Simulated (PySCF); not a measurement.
## How exact exchange moves a shielding

Molecule: `N[SiH]1OCCO1`, C2H7NO2Si.

Geometry (Å), atoms numbered from 1 in this order:
```xyz
13

N     1.697   -0.049    0.525
Si    0.507   -0.055   -0.684
O    -0.373   -1.484   -0.682
C    -1.748   -1.207   -0.832
C    -1.990    0.189   -0.241
O    -0.826    0.948   -0.481
H     2.642    0.263    0.347
H     1.540   -0.328    1.485
H     1.200    0.276   -1.953
H    -2.342   -1.979   -0.316
H    -2.025   -1.227   -1.903
H    -2.862    0.680   -0.702
H    -2.179    0.121    0.848
```

GIAO shieldings (ppm, equivalent atoms averaged) in PySCF 2.14.0 with density-fitted response routines on the PBE0-D3(BJ)/def2-SVP geometry, basis pcSseg-1, gas phase, non-relativistic:

| functional | exact exchange (%) | σ(N1) | σ(Si2) | σ(O3/O6) | σ(C4/C5) |
| --- | --- | --- | --- | --- | --- |
| BLYP | 0 | 224.5 | 353.5 | 262.9 | 105.1 |
| BP86 | 0 | 225.7 | 357.4 | 267.5 | 110.7 |
| PBE | 0 | 226.2 | 357.3 | 265.8 | 111.0 |
| B3LYP | 20 | 228.6 | 366.7 | 275.6 | 111.4 |
| PBE0 | 25 | 231.2 | 374.3 | 280.9 | 118.2 |
| BHandHLYP | 50 | 234.3 | 387.6 | 291.0 | 119.5 |
| HF | 100 | 242.5 | 425.6 | 312.6 | 131.7 |

(1) Fit each shielding as a line in the percentage of exact exchange.

(2) What does the line predict for mPW1PW91 (25 %), and what does the run give?

Results:

(1) σ(N1) = 225.7 + 0.17 x (rms 0.7 ppm); σ(Si2) = 355.4 + 0.69 x (rms 2.0 ppm); σ(O3/O6) = 266.2 + 0.48 x (rms 1.8 ppm); σ(C4/C5) = 109.1 + 0.23 x (rms 2.4 ppm). The functionals also differ in their semilocal parts, which the line can't hold; Hartree–Fock has no correlation at all.

(2) σ(N1): 229.9 predicted, 230.7 computed; σ(Si2): 372.6 predicted, 374.0 computed; σ(O3/O6): 278.2 predicted, 280.7 computed; σ(C4/C5): 114.8 predicted, 117.3 computed ppm.
